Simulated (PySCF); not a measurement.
**Solvent effects on NMR parameters**

Numbering as in the mapped SMILES `[CH2:1]=[CH:2][C:3](=[CH2:4])[CH2:5][NH:6][C:7]([CH3:8])=[S:9]` (H(Xn): hydrogen on atom n). Ha(C4) is cis to C2; Ha(C1) is cis to C3; Hb(C4) is trans to C2; Hb(C1) is trans to C3.

GIAO PBE0/pcSseg-1 in PySCF 2.14 on one PBE0-D3(BJ)/def2-SVP conformer, non-relativistic, equivalent nuclei averaged. Solvents enter as an IEF-PCM continuum (chloroform with ε = 4.7, water with ε = 78.4) around the gas-phase geometry. Shifts are referred to TMS, CS2 computed in the same medium.

Gas phase, δ in ppm: C7 206.6, C3 153.3, C2 142.5, C1 127.3, C4 126.7, C5 48.7, C8 33.9, S9 312.9, H(C2) 6.35, Ha(C1) 6.28, H(N6) 5.48, Hb(C1) 5.47, Hb(C4) 5.41, Ha(C4) 5.37. Dipole moment 4.40 D.

(1) How does each δ change in the continuum?

(2) Which nuclei move most (in ppm), and what does the model miss?

## Answers

(1) 
```tsv
atoms	environment	Δδ, chloroform	Δδ, water
C7	thiocarbonyl carbon	+3.4	+4.5
C3	fully substituted alkene carbon	-0.1	-0.4
C2	alkene CH	+1.9	+3.1
C1	terminal =CH2 carbon	-0.9	-1.9
C4	terminal =CH2 carbon	+3.4	+5.5
C5	allylic sp3 CH2 bonded to N	+0.6	+0.9
C8	methyl carbon	+1.3	+2.0
S9	thione sulfur	-77.4	-113.2
H(C2)	hydrogen on an alkene CH	+0.17	+0.27
Ha(C1)	hydrogen on a terminal =CH2 carbon	-0.17	-0.29
H(N6)	hydrogen on a thioamide-type nitrogen	+0.75	+1.15
Hb(C1)	hydrogen on a terminal =CH2 carbon	+0.05	+0.05
Hb(C4)	hydrogen on a terminal =CH2 carbon	+0.25	+0.39
Ha(C4)	hydrogen on a terminal =CH2 carbon	+0.22	+0.35
```

Changes are relative to the gas phase. The dipole moment becomes 5.92 D in chloroform, 6.76 D in water.

(2) S9 (thione sulfur, -113.2 ppm) in water. A continuum only polarises the solute; specific hydrogen bonds, the anisotropy of aromatic solvents and changes of geometry or conformer are outside it.
